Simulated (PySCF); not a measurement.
2-phenylthiophene (C₁₀H₈S), SMILES c1ccc(-c2cccs2)cc1.

Geometry optimised at r2SCAN-D4/def2-SVP. A frequency run showed that this geometry is not a minimum. One conformer was computed; it need not be the lowest.

All values below come from PBE/def2-SVP (PySCF).

The molecule is in vacuum.

### Question
Estimate the frontier levels, gap, dipole moment and polarisability. (The exact figures need the calculation; the answer reports its results.)

### Answer

```
Quantity                                                                                                          Value
---------------------------------------------------------------------------------------------  ------------------------
highest occupied level                                                                                         -5.21 eV
lowest empty level                                                                                             -1.98 eV
orbital gap                                                                                                     3.22 eV
dipole moment                                                                                                    0.43 D
quadrupole, principal values (traceless, Buckingham form, about the centre of nuclear charge)    -13.52, 4.26, 9.26 D·Å
mean static polarisability                                                                       127.3 bohr³ (18.86 Å³)
polarisability, principal values                                                               51.4, 126.0, 204.5 bohr³
```
